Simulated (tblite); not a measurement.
Compound: H₇NSSi₂.
Atom-mapped SMILES: `[NH2:1][SiH2:2][S:3][SiH3:4]` (hydrogens: H5, H6 on N1; H7, H8 on Si2; H9, H10, H11 on Si4)

Computed with GFN2-xTB (tblite), gas phase: Langevin dynamics at 400 K from the optimised GFN2-xTB geometry, time step 0.5 fs, friction 0.01 fs⁻¹, 2000 steps. Over the second half of the run the saved frames average 383 K.

The optimised geometry, where the run starts:
```
atom  x, y, z in Å
N1     -1.629    0.431   -0.773
Si2    -1.180   -0.574    0.546
S3      0.628    0.265    1.361
Si4     2.060    0.193   -0.228
H5     -1.513    1.429   -0.687
H6     -2.472    0.224   -1.284
H7     -2.047   -0.620    1.717
H8     -0.916   -1.891   -0.018
H9      1.462   -0.468   -1.378
H10     3.194   -0.558    0.292
H11     2.419    1.572   -0.534
```

t = 50 fs, T = 291 K, E(pot) 0.459 eV above the start
```
atom  x, y, z in Å  |  force x, y, z in eV/Å
N1     -1.714    0.404   -0.656    1.088  -3.435   0.706
Si2    -1.072   -0.766    0.491   -1.282  -0.288  -1.225
S3      0.474    0.303    1.424    1.172   0.290   0.040
Si4     2.017    0.199   -0.062   -0.406   0.176  -1.457
H5     -1.681    1.331   -0.414   -0.253   2.311   0.389
H6     -2.473    0.080   -1.206   -0.571   0.269  -0.357
H7     -1.672   -1.147    1.760   -0.479  -0.023   0.026
H8     -1.009   -2.041   -0.315    0.346   0.775   0.367
H9      1.461   -0.407   -1.359    0.300   0.281   0.954
H10     3.066   -0.684    0.416    0.038   0.153   0.118
H11     2.338    1.589   -0.495    0.047  -0.510   0.439
```

t = 200 fs, T = 197 K, E(pot) 0.259 eV above the start
```
atom  x, y, z in Å  |  force x, y, z in eV/Å
N1     -1.891   -0.826   -1.066   -0.348   0.068   0.286
Si2    -1.334   -1.212    0.568   -0.142   0.099  -0.621
S3      0.198    0.123    1.379   -0.777   0.154   0.354
Si4     1.845    0.284    0.075    0.104  -0.080  -0.615
H5     -2.000    0.146   -1.379    0.240  -0.617   0.430
H6     -2.693   -1.347   -1.455    0.767   0.292   0.496
H7     -2.404   -1.034    1.599    0.554  -0.231  -0.406
H8     -0.528   -2.465    0.476   -0.640   0.354  -0.020
H9      1.212    0.441   -1.272    0.478   0.004   0.470
H10     2.549   -1.020    0.178   -0.029   0.521  -0.110
H11     2.553    1.487    0.580   -0.207  -0.564  -0.264
```

t = 525 fs, T = 445 K, E(pot) 0.323 eV above the start
```
atom  x, y, z in Å  |  force x, y, z in eV/Å
N1     -0.876   -2.080   -0.826   -1.347  -0.181   0.348
Si2    -0.802   -1.578    0.847   -1.017  -1.216   0.392
S3      0.132    0.303    0.756   -0.865   1.044   0.761
Si4     1.986   -0.113   -0.013    2.720  -0.327  -1.015
H5     -1.192   -1.273   -1.386    0.226  -0.782   0.028
H6     -1.520   -2.891   -0.990    0.944   1.108   0.014
H7     -2.077   -1.196    1.582    0.711  -0.270  -0.488
H8     -0.122   -2.666    1.601   -0.112   0.528  -0.353
H9      1.925   -0.577   -1.420   -0.144   0.028   0.439
H10     2.876   -1.063    0.750   -0.730   0.382  -0.235
H11     2.716    1.178   -0.040   -0.386  -0.313   0.109
```

t = 625 fs, T = 262 K, E(pot) 0.488 eV above the start
```
atom  x, y, z in Å  |  force x, y, z in eV/Å
N1     -0.922   -2.315   -0.619   -1.238   1.243   0.172
Si2    -0.688   -1.679    0.986   -0.025  -0.072  -0.272
S3      0.452    0.148    0.814    0.730   0.418  -0.524
Si4     2.171    0.178   -0.612    0.209  -0.345   1.794
H5     -1.272   -1.789   -1.420   -0.267   0.324   0.792
H6     -0.317   -2.937   -1.059    1.268  -1.417  -0.073
H7     -1.879   -1.168    1.788    0.780  -0.516  -0.762
H8      0.183   -2.678    1.640   -0.357   0.218  -0.115
H9      1.931   -0.625   -1.780   -0.174  -0.176  -0.337
H10     3.352   -0.458    0.172   -0.935   0.577  -0.676
H11     2.306    1.614   -0.850    0.009  -0.254  -0.001
```

t = 850 fs, T = 464 K, E(pot) 0.480 eV above the start
```
atom  x, y, z in Å  |  force x, y, z in eV/Å
N1     -1.802   -1.752   -0.902    1.649   0.426   1.703
Si2    -0.921   -1.507    0.704    0.715  -0.899  -2.168
S3      0.264    0.340    0.405    0.182  -0.731  -0.320
Si4     1.778   -0.242   -1.068   -0.439  -0.624   0.888
H5     -1.680   -2.676   -1.293   -0.149   0.045   0.013
H6     -1.410   -1.078   -1.561   -0.344  -0.271  -0.005
H7     -1.952   -1.268    1.631   -0.600   0.268   0.714
H8      0.101   -2.614    1.142   -0.902   0.943  -0.465
H9      2.920   -0.906   -0.430   -0.228  -0.003   0.040
H10     2.211    0.956   -1.671    0.211   0.950  -0.381
H11     1.176   -1.119   -2.062   -0.094  -0.104  -0.019
```

t = 900 fs, T = 326 K, E(pot) 0.656 eV above the start
```
atom  x, y, z in Å  |  force x, y, z in eV/Å
N1     -1.716   -2.025   -1.089   -1.188  -0.394   1.203
Si2    -1.242   -1.403    0.473    0.048  -1.197   1.603
S3      0.195    0.176    0.301   -0.055  -0.040   0.320
Si4     1.771   -0.345   -1.003    1.364  -0.085  -0.899
H5     -2.438   -2.822   -1.014    1.349   1.849  -0.457
H6     -2.076   -1.173   -1.526   -0.275  -0.826  -0.596
H7     -2.135   -0.685    1.450    0.143  -0.312  -0.718
H8     -0.739   -2.583    1.329   -0.168   0.814  -0.850
H9      3.179   -0.847   -0.649   -1.130   0.305   0.262
H10     1.950    0.991   -1.576    0.109  -0.101  -0.011
H11     1.331   -1.284   -2.030   -0.196  -0.013   0.142
```

t = 950 fs, T = 266 K, E(pot) 0.672 eV above the start
```
atom  x, y, z in Å  |  force x, y, z in eV/Å
N1     -1.914   -1.915   -1.013    0.139  -1.459   0.660
Si2    -1.574   -1.268    0.541    0.452   2.097  -1.391
S3      0.158    0.173    0.377   -0.477  -0.637   0.050
Si4     1.673   -0.479   -0.968   -0.297  -1.196  -0.146
H5     -1.979   -2.966   -0.978    0.108   1.540  -0.526
H6     -1.192   -1.582   -1.635   -0.108  -0.400  -0.545
H7     -2.524   -0.354    1.073   -0.791   0.630  -0.107
H8     -1.283   -2.022    1.639    0.842  -1.921   1.868
H9      2.874   -1.134   -0.486    0.108  -0.029   0.515
H10     2.056    0.762   -1.520    0.185   0.775  -0.584
H11     1.199   -1.568   -1.889   -0.161   0.599   0.207
```

t = 975 fs
```
atom  x, y, z in Å
N1     -1.849   -1.820   -1.022
Si2    -1.623   -1.179    0.544
S3      0.021    0.148    0.479
Si4     1.585   -0.521   -0.846
H5     -2.434   -2.619   -1.208
H6     -1.239   -1.546   -1.783
H7     -2.888   -0.492    0.879
H8     -1.192   -2.318    1.485
H9      2.694   -1.190   -0.185
H10     1.971    0.653   -1.728
H11     0.825   -1.357   -1.747
```

Question: Estimate the potential energy and the forces of this last frame.

Answer: 0.334 eV above the start.

```csv
atom,Fx (eV/Å),Fy (eV/Å),Fz (eV/Å)
N1,0.131,0.064,-0.289
Si2,-0.551,-1.455,0.457
S3,0.710,0.788,0.148
Si4,-0.192,0.832,-0.667
H5,0.223,0.236,-0.081
H6,-0.354,-0.310,0.116
H7,0.548,-0.019,0.160
H8,-0.379,0.838,-0.466
H9,-0.098,0.085,0.073
H10,-0.124,-0.604,0.783
H11,0.084,-0.455,-0.235
```

The bond farthest from its length at the start is Si2–H8 (1.539 against 1.457 Å), and half the difference of its two atoms' forces along it is -1.11 eV/Å (positive lengthens). The largest atomic force is 1.62 eV/Å.

What follows is the cost of the whole dynamics run. Time: 9.8 s of wall time; peak memory 0.18 GiB. Hardware: an Intel Xeon Platinum 8559C with one thread, shared host.
